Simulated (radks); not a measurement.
Problem. All-electron atom: the promethium ion Pm+ in [Xe] 4f5 6s1. Method: Dirac Kohn-Sham, BLYP, spin-unpolarised, spherical densities, finite nucleus; open shells are shared between the two j in proportion to 2j + 1; Fermi nuclear charge, rms radius 4.962 fm; computed with a radial shooting solver on a logarithmic mesh with Libxc functionals. Some entries of the table are withheld. Estimate them.

orbital,occ.,eigenvalue (eV),r(max) (bohr)
1s1/2,2,-44986.03,0.01479
2s1/2,2,-7315.914,0.08396
2p1/2,2,(1),0.06369
2p3/2,4,(2),0.06923
3s1/2,2,-1599.633,0.2388
3p1/2,2,-1433.697,0.2258
3p3/2,4,-1321.024,0.2376
3d3/2,4,-1032.342,0.1898
3d5/2,6,-1007.920,0.1931
4s1/2,2,-322.5305,0.5523
4p1/2,2,-259.4031,0.5588
4p3/2,4,-234.7790,0.5841
4d3/2,4,-130.9256,0.5978
4d5/2,6,-126.5508,0.6061
5s1/2,2,-47.6689,1.289
5p1/2,2,-30.8004,1.412
5p3/2,4,-27.5120,1.488
6s1/2,1,-8.3361,3.467
4f5/2,2.14286,(3),0.6338
4f7/2,2.85714,(4),0.6390
5d3/2,0,-7.3200,2.131
5d5/2,0,-7.1050,2.180
6p1/2,0,-5.4756,(5)
6p3/2,0,-5.1619,(6)

Solution. 
(1) 2p1/2 eigenvalue (eV): -6929.186
(2) 2p3/2 eigenvalue (eV): -6368.739
(3) 4f5/2 eigenvalue (eV): -8.2307
(4) 4f7/2 eigenvalue (eV): -7.7595
(5) 6p1/2 r(max) (bohr): 4.262
(6) 6p3/2 r(max) (bohr): 4.482
